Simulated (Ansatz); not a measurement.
CH3Cl2Sn (SMILES [CH3][Sn]([Cl])[Cl]), doublet, geometry from GFN2-xTB (such geometries of metal compounds can be far from the true shape) (the spin is typed, not shown lowest) (all electrons, no relativity); Ansatz (a program for electronic structure) with PBE/3-21G.

Here is a job for Ansatz.
Ansatz 0.2 input:
```yaml
crystal:
  periodic: [false, false, false]
  atoms:
    - {symbol: Sn, position_ang: [-0.25987517, 0.10089511, 0.41959888]}
    - {symbol: C, position_ang: [-1.92570834, -1.45600401, -0.35249903]}
    - {symbol: H, position_ang: [-1.41774794, -1.94074201, -1.17614683]}
    - {symbol: H, position_ang: [-2.78104771, -0.87777075, -0.67520745]}
    - {symbol: H, position_ang: [-2.16104505, -2.14229292, 0.44986603]}
    - {symbol: Cl, position_ang: [0.01934069, 1.63428595, -1.40025402]}
    - {symbol: Cl, position_ang: [1.79876807, -1.12534039, 0.37299158]}
basis:
  gaussian:
    orbitals: 3-21G.json
hamiltonian:
  xc: pbe
magnetization: {spin_polarized: true, initial_magnetization: 1}
scf: {lower_state_search: full}
```
The basis file holds 3-21G in the JSON format of the Basis Set Exchange.

What the program printed (banner, timings and long lists left out):

```
Functional definition: PBE
870 factors; integrals over basis functions are off by at most 9.6e-4 eV
mean field evaluation 1: about -189220.7084 eV, gradient 3.6e1 eV
mean field evaluation 2: about -189220.6820 eV, gradient 3.6e1 eV
mean field evaluation 4: about -189227.3577 eV, gradient 6.3e0 eV
mean field evaluation 8: about -189227.7231 eV, gradient 2.2e-1 eV
mean field evaluation 16: about -189227.7222 eV, gradient 5.5e-5 eV
mean field evaluation 32: about -189213.9696 eV, gradient 2.8e1 eV
mean field evaluation 64: about -189227.7397 eV, gradient 2.9e-1 eV
mean field -189227.72215942 eV, -6953.9905262018 hartree, gradient 5.6e-5 eV, S^2 0.752652; 4 other end points of the search recorded, 0 dependent functions left out
reference -189227.72219270 eV, -6953.9905274250 hartree; 47, 46 occupied and 27, 28 virtual orbitals, 870 factors
Total energy: -189227.72219270 eV, -6953.9905274250 hartree
```
